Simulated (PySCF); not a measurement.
SCF from a fresh guess for singlet GeOBr₂, at the PBE minimum. PySCF input:

```python
from pyscf import gto, scf, dft
mol = gto.M(atom='''
Ge    -0.000000     0.000000    -0.751780
O     -0.000000     0.000000    -2.400220
Br    -1.865720     0.000000     0.595320
Br     1.865720     0.000000     0.595320''',
    basis={'Ge': 'def2-SVP', 'O': 'def2-SVP', 'Br': 'def2-SVP'},
    charge=0, spin=0)
mf = dft.RKS(mol, xc='PBE')
mf.grids.atom_grid = (50, 194)
aux = {'Ge': 'def2-universal-JKFIT', 'O': 'def2-universal-JKFIT', 'Br': 'def2-universal-JKFIT'}
mf = mf.density_fit(auxbasis=aux)
mf.conv_tol = 1e-08
mf.diis_space = 10
mf.max_cycle = 60
mf.init_guess = 'minao'
mf.verbose = 4
mf.kernel()
```

Excerpt of the output (cycles and frontier levels):

```
init E= -7296.09222856642
  HOMO = -0.300983777509629  LUMO = -0.147388226719797  gap/eV = 4.17955
cycle= 1 E= -7298.1552132192  delta_E= -2.06  |g|= 1.28  |ddm|= 2.65
  HOMO = -0.116012730148283  LUMO = -0.0577336290953556  gap/eV = 1.58586
cycle= 2 E= -7291.15238473515  delta_E=    7  |g|= 3.97  |ddm|= 6.02
  HOMO = -0.231287562884577  LUMO = -0.13847190361224  gap/eV = 2.52564
cycle= 3 E= -7298.28095334605  delta_E= -7.13  |g|= 0.84  |ddm|=  5.7
  HOMO = -0.214452388766671  LUMO = -0.120890504370925  gap/eV = 2.54595
cycle= 4 E= -7298.4038263028  delta_E= -0.123  |g|= 0.625  |ddm|= 1.63
  HOMO = -0.248632364230764  LUMO = -0.154957149003777  gap/eV = 2.54903
cycle= 5 E= -7298.48601469669  delta_E= -0.0822  |g|= 0.218  |ddm|= 0.633
  HOMO = -0.245742263509306  LUMO = -0.145152237431062  gap/eV = 2.73719
cycle= 6 E= -7298.49365356815  delta_E= -0.00764  |g|= 0.14  |ddm|= 0.158
  HOMO = -0.253132826852509  LUMO = -0.147082855824789  gap/eV = 2.88577
cycle= 7 E= -7298.49750884008  delta_E= -0.00386  |g|= 0.0644  |ddm|= 0.0993
  HOMO = -0.25502604880844  LUMO = -0.146554285728879  gap/eV = 2.95167
cycle= 8 E= -7298.4983408259  delta_E= -0.000832  |g|= 0.0181  |ddm|= 0.0441
  HOMO = -0.255460265864671  LUMO = -0.146399273901949  gap/eV = 2.96770
cycle= 9 E= -7298.4984093775  delta_E= -6.86e-05  |g|= 0.0092  |ddm|= 0.0151
  HOMO = -0.255980933549996  LUMO = -0.146510686409248  gap/eV = 2.97884
cycle= 10 E= -7298.49842839798  delta_E= -1.9e-05  |g|= 0.00135  |ddm|= 0.00698
  HOMO = -0.25607213494518  LUMO = -0.146488966772739  gap/eV = 2.98191
cycle= 11 E= -7298.4984288975  delta_E= -5e-07  |g|= 3.84e-05  |ddm|= 0.0015
  HOMO = -0.256079143470116  LUMO = -0.146493740547577  gap/eV = 2.98197
cycle= 12 E= -7298.49842889795  delta_E= -4.49e-10  |g|= 1.25e-05  |ddm|= 7.18e-05
  HOMO = -0.256074836254284  LUMO = -0.146493111451769  gap/eV = 2.98187
Extra cycle  E= -7298.49842889738  delta_E= 5.63e-10  |g|= 5.23e-05  |ddm|= 5.65e-05
converged SCF energy = -7298.49842889738
```

No lower solution of this spin was found by a stability analysis within the restricted form, which does not test spin polarisation.

The search for the lowest solution, with the stability check, took 23 s on 2 threads of a shared Arm Neoverse V1 host, with 110 basis functions; the process peaked at 0.32 GiB. Launch command: `OMP_NUM_THREADS=2 python axn.py task.json out`.
